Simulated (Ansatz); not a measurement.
C2H8GeSi can be A, `[GeH3][CH]1C[SiH2]1`, or B, `C1[CH2][GeH2][SiH2]1`.

Gas-phase electronic energies from Ansatz, PBE0-D4/def2-TZVP geometries. CCSD(T)/CBS adds triple-zeta CCSD(T) − MP2 to the extrapolated MP2 energy (def2 sets, frozen cores). DFT in def2-TZVPP. B3LYP here is the variant with VWN-RPA as its local correlation; programs differ in this. For Ge outer-core shells are correlated without core-valence functions, which leaves a few kJ/mol of doubt a bond. Scalar relativity is left out up to krypton.

A:

```xyz
12

Ge    1.2510   -1.2014    0.4130
C     0.0406   -0.1031   -0.6239
C    -0.1099    1.3925   -0.2495
Si   -1.6246    0.3752    0.0192
H     0.9905   -2.6944    0.1480
H     2.7219   -0.8814    0.0771
H     1.0218   -0.9050    1.9076
H     0.0965   -0.2972   -1.6924
H     0.4539    1.7395    0.6118
H    -0.0822    2.0976   -1.0744
H    -2.0071   -0.0192    1.3913
H    -2.7526    0.4968   -0.9278
```

B:

Z-matrix (Å, degrees):
```
C
Si 1 1.903
C 1 1.548 2 99.8
H 1 1.093 2 117.6 3 124.1
H 1 1.095 2 107.8 3 -114.8
Ge 2 2.374 1 77.8 3 23.5
H 2 1.489 1 117.8 3 147.1
H 2 1.490 1 112.1 3 -86.0
H 3 1.093 1 110.8 2 85.0
H 3 1.091 1 114.4 2 -152.8
H 6 1.539 2 124.8 1 -131.1
H 6 1.541 2 115.6 1 88.6
```

**Question.** Which isomer does CCSD(T)/CBS put lower? Give the gap. (Estimate.)

**Answer.** Ansatz gave: B, by 77.0 kJ/mol.

**Question.** Give E(B) − E(A) in kJ/mol with MP2/def2-TZVPP, CCSD/def2-TZVPP, r2SCAN-D4, CCSD(T)/def2-TZVPP, HF/def2-TZVPP, PBE0-D4, B3LYP-D4. (Estimate.)

**Answer.** Ansatz gave: MP2/def2-TZVPP -71.7, CCSD/def2-TZVPP -75.2, r2SCAN-D4 -74.2, CCSD(T)/def2-TZVPP -75.0, HF/def2-TZVPP -71.5, PBE0-D4 -82.1, B3LYP-D4 -76.4. None reverses the order clearly.

Largest T1 diagnostic: 0.011.
